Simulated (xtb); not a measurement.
HI, SMILES I. All values are semi-empirical tight-binding results from xtb (GFN2-xTB unless named), good for trends rather than for accurate numbers. Geometry: GFN2-xTB.

Problem. Estimate the properties. (An estimate is asked for; the answer gives what the named calculation found.)

Solution. 
The point group as xtb finds it comes out as C∞v and the orbital gap is 6.43 eV. The static polarisability (D4 model) comes out as 35.6 bohr³ and the solvation energy, GFN2-xTB/ALPB(water) is -3.0 kcal/mol. The solvation energy, GFN2-xTB/ALPB(benzene) is -2.4 kcal/mol.
